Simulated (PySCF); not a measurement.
Isomers of C4H8F2O2Si.

All values: PBE0/pcSseg-1 (PySCF) at GFN2-xTB geometries, gas phase, one conformer each.

(1) Rank by the highest Hirshfeld charge on any atom, lowest value first.
A. `[CH2:1]=[C:2]([O:3][CH2:4][SiH3:5])[O:6][CH:7]([F:8])[F:9]` with C1–C2–O3–C4 -3°, C2–O3–C4–Si5 180°, C1–C2–O6–C7 -176°, C2–O6–C7–F8 162°
B. `[CH2:1]=[C:2]([CH2:3][O:4][CH:5]([F:6])[F:7])[O:8][SiH3:9]` with C1–C2–C3–O4 -132°, C2–C3–O4–C5 68°, C3–O4–C5–F6 73°, C1–C2–O8–Si9 169°
C. `[CH2:1]=[C:2]([CH2:3][O:4][SiH3:5])[O:6][CH:7]([F:8])[F:9]` with C1–C2–C3–O4 -21°, C2–C3–O4–Si5 -79°, C1–C2–O6–C7 -14°, C2–O6–C7–F8 -164°
D. `[F:1][CH:2]([F:3])[C@H:4]1[CH2:5][CH2:6][O:7][SiH2:8][O:9]1` with F1–C2–C4–C5 -58°, C2–C4–C5–C6 72°, C4–C5–C6–O7 55°, C5–C6–O7–Si8 -41°, C6–O7–Si8–O9 22°
E. `[CH2:1]=[C:2]([O:3][SiH3:4])[O:5][C@H:6]([F:7])[CH2:8][F:9]` with C1–C2–O3–Si4 10°, C1–C2–O5–C6 13°, C2–O5–C6–F7 -75°, O5–C6–C8–F9 -90°

(2) Rank by the lowest Hirshfeld charge on any atom, highest value first.
A. `[CH3:1][O:2][SiH2:3][C:4]([O:5][CH3:6])=[C:7]([F:8])[F:9]` with C1–O2–Si3–C4 -61°, O2–Si3–C4–O5 40°, Si3–C4–O5–C6 180°
B. `[CH2:1]=[C:2]([CH2:3][O:4][CH:5]([F:6])[F:7])[O:8][SiH3:9]` with C1–C2–C3–O4 -132°, C2–C3–O4–C5 68°, C3–O4–C5–F6 73°, C1–C2–O8–Si9 169°
C. `[CH2:1]=[C:2]([CH2:3][O:4][SiH3:5])[O:6][CH:7]([F:8])[F:9]` with C1–C2–C3–O4 -21°, C2–C3–O4–Si5 -79°, C1–C2–O6–C7 -14°, C2–O6–C7–F8 -164°
D. `[F:1][CH:2]([F:3])[C@H:4]1[CH2:5][CH2:6][O:7][SiH2:8][O:9]1` with F1–C2–C4–C5 -58°, C2–C4–C5–C6 72°, C4–C5–C6–O7 55°, C5–C6–O7–Si8 -41°, C6–O7–Si8–O9 22°
E. `[CH2:1]=[C:2]([O:3][CH2:4][SiH3:5])[O:6][CH:7]([F:8])[F:9]` with C1–C2–O3–C4 -3°, C2–O3–C4–Si5 180°, C1–C2–O6–C7 -176°, C2–O6–C7–F8 162°

(3) Rank by LUMO energy, highest first.
A. `[F:1][CH:2]([F:3])[C@H:4]1[CH2:5][CH2:6][O:7][SiH2:8][O:9]1` with F1–C2–C4–C5 -58°, C2–C4–C5–C6 72°, C4–C5–C6–O7 55°, C5–C6–O7–Si8 -41°, C6–O7–Si8–O9 22°
B. `[CH3:1][O:2][SiH2:3][C:4]([O:5][CH3:6])=[C:7]([F:8])[F:9]` with C1–O2–Si3–C4 -61°, O2–Si3–C4–O5 40°, Si3–C4–O5–C6 180°
C. `[CH2:1]=[C:2]([CH2:3][O:4][SiH3:5])[O:6][CH:7]([F:8])[F:9]` with C1–C2–C3–O4 -21°, C2–C3–O4–Si5 -79°, C1–C2–O6–C7 -14°, C2–O6–C7–F8 -164°

Results:

(1) A (+0.329 e), B (+0.371 e), C (+0.383 e), E (+0.405 e), D (+0.449 e).

(2) E (-0.178 e), B (-0.192 e), C (-0.214 e), A (-0.224 e), D (-0.236 e).

(3) A (0.91 eV), B (0.34 eV), C (0.03 eV).

All values together:

| SMILES | μ (D) | HOMO (eV) | LUMO (eV) | lowest IAO charge (e) | highest IAO charge (e) | lowest Hirshfeld charge (e) | highest Hirshfeld charge (e) |
| --- | --- | --- | --- | --- | --- | --- | --- |
| C=C(COC(F)F)O[SiH3] | 1.77 | -7.24 | -0.03 | -0.582 (O) | +0.863 (Si) | -0.192 (O) | +0.371 (Si) |
| C=C(O[SiH3])OCC(F)F | 0.94 | -6.72 | 0.28 | -0.573 (O) | +0.863 (Si) | -0.189 (O) | +0.379 (Si) |
| C=C(CO[SiH3])OC(F)F | 1.54 | -7.63 | 0.03 | -0.635 (O) | +0.866 (Si) | -0.214 (O) | +0.383 (Si) |
| C=C(OC[SiH3])OC(F)F | 3.93 | -6.92 | 0.37 | -0.469 (C) | +0.627 (Si) | -0.178 (C) | +0.329 (Si) |
| CO[SiH2]C(OC)=C(F)F | 2.57 | -6.69 | 0.34 | -0.636 (O) | +1.038 (Si) | -0.224 (O) | +0.390 (Si) |
| C=C(O[SiH3])O[C@H](F)CF | 1.37 | -6.99 | 0.07 | -0.568 (O) | +0.873 (Si) | -0.191 (O) | +0.405 (Si) |
| FC(F)[C@H]1CCO[SiH2]O1 | 1.22 | -7.92 | 0.91 | -0.655 (O) | +1.212 (Si) | -0.236 (O) | +0.449 (Si) |

Conformers: `[CH2:1]=[C:2]([CH2:3][O:4][CH:5]([F:6])[F:7])[O:8][SiH3:9]` with C1–C2–C3–O4 -132°, C2–C3–O4–C5 68°, C3–O4–C5–F6 73°, C1–C2–O8–Si9 169°; `[CH2:1]=[C:2]([O:3][SiH3:4])[O:5][CH2:6][CH:7]([F:8])[F:9]` with C1–C2–O3–Si4 -179°, C1–C2–O5–C6 4°, C2–O5–C6–C7 176°, O5–C6–C7–F8 159°; `[CH2:1]=[C:2]([CH2:3][O:4][SiH3:5])[O:6][CH:7]([F:8])[F:9]` with C1–C2–C3–O4 -21°, C2–C3–O4–Si5 -79°, C1–C2–O6–C7 -14°, C2–O6–C7–F8 -164°; `[CH2:1]=[C:2]([O:3][CH2:4][SiH3:5])[O:6][CH:7]([F:8])[F:9]` with C1–C2–O3–C4 -3°, C2–O3–C4–Si5 180°, C1–C2–O6–C7 -176°, C2–O6–C7–F8 162°; `[CH3:1][O:2][SiH2:3][C:4]([O:5][CH3:6])=[C:7]([F:8])[F:9]` with C1–O2–Si3–C4 -61°, O2–Si3–C4–O5 40°, Si3–C4–O5–C6 180°; `[CH2:1]=[C:2]([O:3][SiH3:4])[O:5][C@H:6]([F:7])[CH2:8][F:9]` with C1–C2–O3–Si4 10°, C1–C2–O5–C6 13°, C2–O5–C6–F7 -75°, O5–C6–C8–F9 -90°; `[F:1][CH:2]([F:3])[C@H:4]1[CH2:5][CH2:6][O:7][SiH2:8][O:9]1` with F1–C2–C4–C5 -58°, C2–C4–C5–C6 72°, C4–C5–C6–O7 55°, C5–C6–O7–Si8 -41°, C6–O7–Si8–O9 22°.
